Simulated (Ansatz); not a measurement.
Reaction (redistribution): `C[SiH](C)[SiH2]Cl` + `CS[SiH](Cl)Cl` → `Cl[SiH2]S[SiH](Cl)Cl` + `C[SiH](C)C`

Gas-phase electronic energies from Ansatz, PBE0-D4/def2-TZVP geometries. CCSD(T)/CBS is the MP2 limit (def2-TZVPP, def2-QZVPP) plus CCSD(T) − MP2 in def2-TZVPP, frozen cores. Functionals use def2-TZVPP. B3LYP here is the variant with VWN-RPA as its local correlation; programs differ in this. One conformer a species, not always the lowest.

| level | ΔE (kJ/mol) | difference from CCSD(T)/CBS |
| --- | --- | --- |
| PBE-D4 | -101.3 | 13.7 |
| r2SCAN-D4 | -113.2 | 1.8 |
| PBE0-D4 | -106.6 | 8.4 |
| B3LYP-D4 | -110.4 | 4.6 |
| ωB97M-V | -118.3 | -3.3 |
| B2PLYP | -112.9 | 2.1 |
| PBE | -98.8 | 16.2 |
| MP2/def2-TZVPP | -123.6 | -8.6 |
| SCS-MP2/def2-QZVPP | -119.5 | -4.5 |
| HF/CBS(def2) | -113.9 | 1.1 |
| CCSD(T)/CBS | -115.0 | 0 |

Largest T1 diagnostic among the species: 0.010.

The D4 term adds −4.2 kJ/mol with B3LYP and −2.2 kJ/mol with PBE0; it sums over pairs of atoms, weighted by their polarisabilities, and B3LYP, whose exchange is more repulsive, gets the larger term. From PBE to PBE0 (25 % exact exchange), in def2-TZVPP and without D4, ΔE moves by −5.6 kJ/mol.
